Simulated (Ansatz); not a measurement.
The cluster TiB7⁻: single points at one geometry.

```yaml
crystal:
  periodic: [false, false, false]
  atoms:
    - {symbol: Ti, position_ang: [0.053321, 0.693476, 0.133701]}
    - {symbol: B, position_ang: [-1.937287, 0.615842, -0.312593]}
    - {symbol: B, position_ang: [-0.739578, -0.470301, -1.410607]}
    - {symbol: B, position_ang: [-0.239431, 0.342603, -3.076596]}
    - {symbol: B, position_ang: [0.555047, 0.933032, -1.830794]}
    - {symbol: B, position_ang: [-2.572749, 0.047807, -1.656052]}
    - {symbol: B, position_ang: [-1.147380, 1.213375, -1.729738]}
    - {symbol: B, position_ang: [-1.720743, -0.170933, -2.959120]}
basis:
  gaussian: {orbitals: def2-SVPD, initial_orbitals: start.molden}
total_charge: -1
correlation: {method: ccsd_t}
scf: {omitted_lower_state_checks: [starts]}
output: {orbitals: {seedname: orbitals}}
```

The file start.molden holds the orbitals of an earlier run on this structure, at another level or in another basis.

```sh
$ ansatz run in.yaml --threads 4 --pin off --events-out ev --progress --plain --max-ram 4787MiB
```

Shortened log:

```
Functional definition: HF
1751 factors; integrals over basis functions are off by at most 6.5e-4 eV
mean field evaluation 1: about -27769.8083 eV, gradient 2.2e1 eV
mean field evaluation 2: about -27771.0993 eV, gradient 1.8e0 eV
mean field evaluation 4: about -27772.2122 eV, gradient 2.9e0 eV
mean field evaluation 8: about -27772.2411 eV, gradient 1.4e-3 eV
mean field evaluation 16: about -27761.8748 eV, gradient 2.9e1 eV
mean field evaluation 32: about -27768.9116 eV, gradient 6.9e0 eV
mean field evaluation 64: about -27767.3143 eV, gradient 2.7e-1 eV
mean field evaluation 96: about -27765.5173 eV, gradient 6.9e0 eV
mean field evaluation 128: about -27769.1980 eV, gradient 9.0e-1 eV
mean field -27772.24106880 eV, -1020.6110345774 hartree, gradient 2.4e-6 eV, S^2 0.000000; 1 other end points of the search recorded, 0 dependent functions left out; unrestricted orbitals would lower it
mean field evaluation 160: about -27773.4209 eV, gradient 1.4e-1 eV
mean field evaluation 192: about -27772.2800 eV, gradient 6.4e-1 eV
mean field evaluation 224: about -27773.4256 eV, gradient 1.5e-1 eV
determinant -27772.24106880 eV, -1020.6110345774 hartree, with singles and doubles -27799.19696145 eV, -1021.6016453610 hartree
determinant -27769.33604320 eV, -1020.5042768558 hartree, with singles and doubles -27795.03187780 eV, -1021.4485813599 hartree
unrestricted determinant -27773.42935482 eV, -1020.6547032832 hartree, S^2 1.2261
12 core orbitals not correlated: weight in the atoms' cores, before any rotation towards them, 1.000 or more for the frozen orbitals, at most 0.000 for the correlated occupied ones
reference -27772.24106880 eV, -1020.6110345774 hartree; 17, 17 occupied and 145, 145 virtual orbitals, 1751 factors
second order -28.57001866 eV of doubles, -0.00000000 eV of singles
cycle   1  -26.81663191 eV  change   -3.2e-1 eV  update   4.1e-2
cycle   2  -26.88449826 eV  change   -6.8e-2 eV  update   1.8e-2
cycle   3  -26.86260557 eV  change    2.2e-2 eV  update   1.3e-2
cycle   4  -26.87953640 eV  change   -1.7e-2 eV  update   9.3e-3
cycle   5  -26.88327324 eV  change   -3.7e-3 eV  update   6.6e-3
cycle   6  -26.89092809 eV  change   -7.7e-3 eV  update   3.2e-3
cycle   7  -26.89183966 eV  change   -9.1e-4 eV  update   2.2e-3
cycle   8  -26.89319390 eV  change   -1.4e-3 eV  update   1.2e-3
cycle   9  -26.89291203 eV  change    2.8e-4 eV  update   8.8e-4
cycle  10  -26.89270097 eV  change    2.1e-4 eV  update   5.7e-4
cycle  11  -26.89232597 eV  change    3.7e-4 eV  update   3.6e-4
cycle  12  -26.89244303 eV  change   -1.2e-4 eV  update   1.8e-4
cycle  13  -26.89231289 eV  change    1.3e-4 eV  update   1.1e-4
cycle  14  -26.89245091 eV  change   -1.4e-4 eV  update   7.7e-5
cycle  15  -26.89243975 eV  change    1.1e-5 eV  update   5.3e-5
cycle  16  -26.89245905 eV  change   -1.9e-5 eV  update   2.9e-5
perturbative correction -2.78736037 eV, -0.1024336041 hartree
Total energy: -27801.92088822 eV, -1021.7017478233 hartree
Checks for a lower state left out: starts
```

It took 65 s on 4 threads of Arm Neoverse V2 on a shared host, peak host memory 2.1 GiB.

The first input with `gaussian: {orbitals: def2-TZVPD, initial_orbitals: start.molden}`, `correlation: {method: mp2}` (abridged; 39 s):

```
Functional definition: HF
mean field -27779.82608423 eV, -1020.8897787530 hartree, gradient 4.5e-6 eV, S^2 0.000000; unrestricted orbitals would lower it
mean field evaluation 16: about -27780.5509 eV, gradient 1.8e0 eV
unrestricted determinant -27781.02104093 eV, -1020.9336926017 hartree, S^2 1.2360
12 core orbitals not correlated: weight in the atoms' cores, before any rotation towards them, 1.000 or more for the frozen orbitals, at most 0.000 for the correlated occupied ones
second order -33.39967984 eV of doubles, -0.00000000 eV of singles
Total energy: -27813.22576407 eV, -1022.1171943480 hartree
Checks for a lower state left out: starts
```

First input, but with `gaussian: {orbitals: def2-TZVPD, initial_orbitals: start.molden}`, `hamiltonian: {xc: {name: B97M-V}}` and without the key `correlation` (abridged; 18 s):

```
Functional definition: B97M-V
mean field -27843.00154796 eV, -1023.2114342231 hartree, gradient 2.3e-5 eV, S^2 0.000000
Total energy: -27843.00161629 eV, -1023.2114367345 hartree
Checks for a lower state left out: starts
```

As the first input, with `gaussian: {orbitals: def2-TZVPD, initial_orbitals: start.molden}`, `hamiltonian: {xc: pbe0, dispersion: d4}` and without the key `correlation` (abridged; 7 s):

```
Functional definition: PBE0
mean field -27833.38889622 eV, -1022.8581757876 hartree, gradient 1.6e-5 eV, S^2 0.000000
Total energy: -27833.72689958 eV, -1022.8705971819 hartree
Checks for a lower state left out: starts
```

The first input with `gaussian: {orbitals: def2-TZVPD, initial_orbitals: start.molden}`, `hamiltonian: {xc: pbe, dispersion: d4}`, `output: {forces: true, orbitals: {seedname: orbitals}}` and without the key `correlation` (abridged; 6 s):

```
Functional definition: PBE
mean field -27832.98921396 eV, -1022.8434877353 hartree, gradient 2.5e-5 eV, S^2 0.000000
Total energy: -27833.39299968 eV, -1022.8583265867 hartree
Atom 0 force    -0.043549    -0.007817    -0.075625 eV/Å
Atom 1 force    -0.076594    -0.063781    -0.282679 eV/Å
Atom 2 force    -0.004430     0.033074     0.002852 eV/Å
Atom 3 force    -0.171084     0.014846     0.252979 eV/Å
Atom 4 force    -0.199717    -0.084308    -0.206081 eV/Å
Atom 5 force     0.296549     0.069808    -0.031406 eV/Å
Atom 6 force     0.059458    -0.106015     0.083141 eV/Å
Atom 7 force     0.139366     0.144193     0.256819 eV/Å
Dipole moment:     0.771752     0.220666     1.313217 e Å
Checks for a lower state left out: starts
```

First input, but with `gaussian: {orbitals: def2-TZVPD, initial_orbitals: start.molden}`, `hamiltonian: {xc: r2scan, dispersion: d4}` and without the key `correlation` (abridged; 9.5 s):

```
Functional definition: r2SCAN
mean field -27842.14444529 eV, -1023.1799362809 hartree, gradient 1.7e-5 eV, S^2 0.000000
Total energy: -27842.22570263 eV, -1023.1829224333 hartree
Checks for a lower state left out: starts
```

As the first input, with `gaussian: {orbitals: def2-TZVPD, initial_orbitals: start.molden}`, `hamiltonian: {xc: hse06, dispersion: d4}` and without the key `correlation` (abridged; 7.5 s):

```
Functional definition: HSE06
mean field -27832.84427138 eV, -1022.8381611938 hartree, gradient 1.9e-5 eV, S^2 0.000000
Total energy: -27833.16358482 eV, -1022.8498957461 hartree
Checks for a lower state left out: starts
```

Geometry: PBE-D4/def2-SVPD.

HSE06 is defined as in plane-wave codes, on full-range PBE exchange. Correlated methods freeze 12 core orbitals; core or outer-core shells of Ti are correlated, in sets that lack core-valence functions. At CCSD(T)/def2-SVPD, MP2/def2-TZVPD the restricted singlet (for correlated methods, its reference) is unstable: a solution with broken spin symmetry lies lower. The restricted singlet is unstable towards broken spin symmetry in Hartree–Fock (as tested in another run); at B97M-V/def2-TZVPD, PBE0-D4/def2-TZVPD, PBE-D4/def2-TZVPD, r2SCAN-D4/def2-TZVPD and others this wasn't settled. The structure comes from a short search, and lower isomers may exist.
